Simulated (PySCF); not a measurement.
C₃H₁₀Si₃, SMILES C[SiH2][SiH2]C#C[SiH3]. Atoms are numbered in the order given.

```xyz
16

C     -2.1984    -1.6611    -0.5050
Si    -2.4329    -0.1456     0.5865
Si    -0.9211     1.5266    -0.0708
C      0.7404     0.7376    -0.1127
C      1.8101     0.1397    -0.1259
Si     3.4173    -0.7425    -0.1469
H     -2.4276    -1.4246    -1.5551
H     -2.8553    -2.4838    -0.1843
H     -1.1547    -2.0064    -0.4510
H     -3.8313     0.3823     0.4888
H     -2.1627    -0.4757     2.0214
H     -1.2364     2.0386    -1.4403
H     -0.8915     2.6828     0.8753
H      4.0695    -0.6188     1.1888
H      4.3020    -0.1483    -1.1905
H      3.1884    -2.1844    -0.4546
```

Geometry optimised at PBE0-D3(BJ)/def2-SVP. The structure was generated by enumeration, and PubChem lists no compound with its InChIKey, so it may never have been made. The values are those of a single conformer.

Method: B3LYP/def2-TZVP (PySCF).

ESP charges are fitted to the potential on shells at 1.4 to 2.0 van der Waals radii. Atomic charges (e):

| atom | ESP fit | IAO |
|---|---|---|
| C1 | (withheld) | -0.70 |
| Si2 | 0.47 | 0.53 |
| Si3 | 0.04 | 0.51 |
| C4 | (withheld) | -0.31 |
| C5 | -0.16 | -0.33 |
| Si6 | (withheld) | 0.68 |
| H7 | (withheld) | 0.15 |
| H8 | (withheld) | 0.16 |
| H9 | (withheld) | 0.16 |
| H10 | (withheld) | -0.13 |
| H11 | (withheld) | -0.12 |
| H12 | -0.01 | -0.11 |
| H13 | -0.02 | -0.11 |
| H14 | -0.04 | -0.12 |
| H15 | -0.04 | -0.12 |
| H16 | -0.05 | -0.12 |

Task: What belongs in the gaps? (Estimate from the structure and the level; the computed values follow.)

Result: 
- C1, ESP fit: -0.65
- C4, ESP fit: -0.08
- Si6, ESP fit: 0.26
- H7, ESP fit: 0.17
- H8, ESP fit: 0.17
- H9, ESP fit: 0.17
- H10, ESP fit: -0.12
- H11, ESP fit: -0.11

Task: Give the Mayer and Wiberg (Löwdin basis) orders of the bonds. (An estimate is asked for; the answer gives what the named calculation found.)

Result: 
```tsv
bond	Mayer	Wiberg
C1–Si2	0.98	1.25
Si2–Si3	0.93	1.06
Si3–C4	0.99	1.19
C4–C5	2.57	2.81
C5–Si6	0.97	1.22
C1–H7	0.95	0.90
C1–H8	0.95	0.90
C1–H9	0.95	0.90
Si2–H10	0.94	0.92
Si2–H11	0.94	0.92
Si3–H12	0.93	0.91
Si3–H13	0.93	0.91
Si6–H14	0.94	0.94
Si6–H15	0.94	0.94
Si6–H16	0.94	0.94
```
